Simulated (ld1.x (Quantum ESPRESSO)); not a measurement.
## W TM: all-electron and pseudo phase curves

```
Element                 : W (Z = 74)
Generator               : ld1.x (Quantum ESPRESSO) 7.5
Type                    : norm-conserving Troullier–Martins (Kleinman–Bylander form)
Functional              : BLYP
Relativity              : non-relativistic
Frozen core             : [Xe]
Valence charge          : 20
Reference configuration : 4f13 5d5 6s2 6p0
Partial waves           : 6s (bound): rc 2.45 bohr; 6p (bound, empty): rc 3.60 bohr; 4f (bound): rc 0.50 bohr; 5d (bound): rc 1.65 bohr
Local potential         : the d channel
Core correction         : Bessel-smoothed model core inside 0.25 bohr
```

The phase is arctan(r·u′/u) with u = r·R(r), unwrapped; energies in Ry, scanned from -6 to 5 Ry. A pole is an energy at which the radial function vanishes at the test radius. The pseudo phase is shifted by a multiple of π to meet the all-electron one at the reference energy, and phase errors are pseudo minus all-electron; the curves can meet again beyond the range given. Levels narrower than the energy grid can be missing from the lists of poles. Where the grid stepped over a known ghost or core level, its pole and its step of π were put in at the level’s energy.

```json
{"channel": "s", "radius (bohr)": "3.92", "reference energy (Ry)": "-0.35", "poles, all-electron": "-5.02, 0.20, 3.89", "poles, pseudo": "-3.91, 0.19, 3.05", "unbroken range about the reference energy with phases within 0.05 rad": "-3.9 to 1.2", "phase error 1 Ry above the reference energy (rad)": "-0.008"}
{"channel": "p", "radius (bohr)": "3.92", "reference energy (Ry)": "-0.10", "poles, all-electron": "-3.18, 0.82, 4.68", "poles, pseudo": "-0.86, 0.83, 4.27", "unbroken range about the reference energy with phases within 0.05 rad": "-0.8 to 2.1", "phase error 1 Ry above the reference energy (rad)": "+0.002"}
{"channel": "d", "radius (bohr)": "3.92", "reference energy (Ry)": "-0.50", "poles, all-electron": "-0.43, 2.15", "poles, pseudo": "-0.43, 2.14", "unbroken range about the reference energy with phases within 0.05 rad": "below 3.7", "phase error 1 Ry above the reference energy (rad)": "-0.002"}
{"channel": "f", "radius (bohr)": "3.92", "reference energy (Ry)": "-3.78", "poles, all-electron": "1.74, 4.53", "poles, pseudo": "1.81, 4.89", "unbroken range about the reference energy with phases within 0.05 rad": "below 0.8", "phase error 1 Ry above the reference energy (rad)": "+0.000"}
```

A Bessel basis up to 400 Ry misses an occupied level by 3.18 Ry, so cutoffs were not judged. Note: ghost state, extra bound levels that the all-electron valence spectrum of the same l lacks: s at -53.1 eV (other channels not judged).

Phases in the d channel:

| E (Ry) | all-electron | pseudo |
| --- | --- | --- |
| -6.00 | 1.466 | 1.466 |
| -5.74 | 1.464 | 1.464 |
| -5.48 | 1.462 | 1.462 |
| -5.22 | 1.459 | 1.459 |
| -4.96 | 1.456 | 1.456 |
| -4.70 | 1.453 | 1.453 |
| -4.44 | 1.450 | 1.450 |
| -4.18 | 1.446 | 1.446 |
| -3.92 | 1.442 | 1.442 |
| -3.66 | 1.437 | 1.437 |
| -3.40 | 1.432 | 1.432 |
| -3.14 | 1.426 | 1.426 |
| -2.88 | 1.420 | 1.420 |
| -2.62 | 1.413 | 1.413 |
| -2.36 | 1.404 | 1.404 |
| -2.10 | 1.393 | 1.393 |
| -1.84 | 1.381 | 1.381 |
| -1.58 | 1.364 | 1.364 |
| -1.32 | 1.342 | 1.342 |
| -1.06 | 1.308 | 1.308 |
| -0.80 | 1.233 | 1.233 |
| -0.54 | -0.168 | -0.168 |
| -0.28 | -1.760 | -1.760 |
| -0.02 | -1.881 | -1.881 |
| 0.24 | -2.020 | -2.020 |
| 0.50 | -2.315 | -2.317 |
| 0.76 | -3.180 | -3.187 |
| 1.02 | -4.114 | -4.119 |
| 1.28 | -4.434 | -4.436 |
| 1.54 | -4.569 | -4.571 |
| 1.80 | -4.645 | -4.647 |
| 2.06 | -4.698 | -4.699 |
| 2.32 | -4.740 | -4.742 |
| 2.58 | -4.779 | -4.782 |
| 2.84 | -4.822 | -4.825 |
| 3.10 | -4.875 | -4.880 |
| 3.36 | -4.956 | -4.966 |
| 3.62 | -5.117 | -5.143 |
| 3.88 | -5.612 | -5.729 |
| 4.14 | -6.925 | -7.043 |
| 4.40 | -7.460 | -7.494 |
| 4.66 | -7.626 | -7.642 |
| 4.92 | -7.705 | -7.715 |
